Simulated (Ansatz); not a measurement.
System: GeI, net charge 0, doublet state. 
Geometry from a B3LYP-D3(BJ)/def2-TZVP (Ansatz, a program for electronic structure) optimisation:
SMILES: [Ge][I]
```xyz
2

Ge     0.0000     0.0000    -1.5933
I      0.0000     0.0000     0.9620
```
Charge 0, spin multiplicity 2.

Parts of the frozen-core correlation energy in def2-TZVPPD (Ansatz, hartree). Frozen orbitals: 23; correlated occupied orbitals by spin: 6 and 5; virtual: 84 and 85. Open shells are spin-unrestricted. Spin-orbit coupling is left out. Past Kr the def2 sets carry scalar-relativistic core potentials.

```tsv
term	value
reference (HF)	-2372.04862
MP2 opposite-spin	-0.15643
MP2 same-spin	-0.04766
CCSD correlation	-0.23026
(T)	-0.01103
T1 diagnostic	0.021
largest doubles amplitude	0.055
<S^2> of the reference	0.766
```
